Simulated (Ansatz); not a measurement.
The same path of H2 + H4HfO4 (11 atoms, charge 0, multiplicity 1) was run twice with different band settings. Lost on the way: H6–H7. Made: Hf1–H7, O2–H6.

These are results of Ansatz 0.2.0, RKS BLYP/def2-SVP, not measurements.

Relaxed end points:

```xyz
11
Properties=species:S:1:pos:R:3
Hf -0.400 0.271 -0.601
O 0.490 -1.336 0.081
O -1.167 -0.102 -2.357
O -1.818 0.790 0.637
O 0.908 1.713 -0.750
H 1.608 -1.161 2.373
H 1.967 -1.198 3.050
H 0.849 -2.226 0.198
H -1.609 -0.156 -3.214
H -2.438 1.028 1.337
H 1.609 2.377 -0.754
```

```xyz
11
Properties=species:S:1:pos:R:3
Hf -0.240 0.339 0.226
O 1.579 -1.223 -0.146
O -0.731 -1.000 -1.210
O -1.956 1.180 0.594
O 1.064 1.782 0.000
H 1.688 -1.759 0.667
H 0.009 -0.483 1.912
H 1.033 -1.772 -0.761
H -1.561 -1.073 -1.712
H -2.675 1.764 0.871
H 1.791 2.244 -0.442
```

Common settings: spring 5.0 eV/Å²; optimiser quadratic models (default); start path through a guess of the saddle point; force threshold 0.05 eV/Å; iteration limit 60; end points relaxed.

| run | movable images | climbing image |
| --- | --- | --- |
| 1 | 7 | yes |
| 2 | 3 | no |

Question: What does each run give, and how far can it be trusted?

Answer: Run 1: converged after 37 iterations, highest image 1.220 eV above the first end. A vibrational analysis at the climbing image gives one clearly imaginary mode, 888i cm⁻¹: a first-order saddle point.
Run 2: converged after 19 iterations, highest image 1.059 eV above the first end. No image climbed, so the highest image needn't sit at the top of the path. So few images can step over the top or miss a turn of the path.
The orbitals stay closed-shell, which can raise the energy where a bond breaks towards radicals; this wasn't checked here.
